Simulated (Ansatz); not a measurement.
Cartesian coordinates in Å:
```
F 1.6701 -1.5162 0.6184
Ge 1.1714 0.0983 0.1637
Ge -1.2243 0.0033 -0.1959
H 1.5938 1.0031 1.3347
H 1.9820 0.4373 -1.0997
H -1.5404 -0.9840 -1.3269
H -1.7280 1.4015 -0.5883
H -1.9247 -0.4433 1.0940
```

Charge 0, multiplicity 1.

List the PBE0/def2-TZVPP orbital energies in eV (the Gaussian-basis code of Ansatz). (An estimate is asked.)

Computed: Occupied: -10860.74, -10860.19, -1358.95, -1358.49, -1208.78, -1208.76, -1208.75, -1208.31, -1208.29, -1208.29, -672.90, -171.72, -171.19, -121.56, -121.48, -121.46, -120.99, -120.97, -120.96, -34.75, -34.34, -34.33, -34.26, -34.25, -33.81, -33.81, -33.77, -33.74, -33.74, -31.47, -16.59, -14.94, -11.89, -11.69, -11.37, -10.10, -9.98, -9.46, -8.36. Lowest empty: -0.50, 0.19, 0.50, 0.81, 1.53, 1.90, 2.33, 4.55.
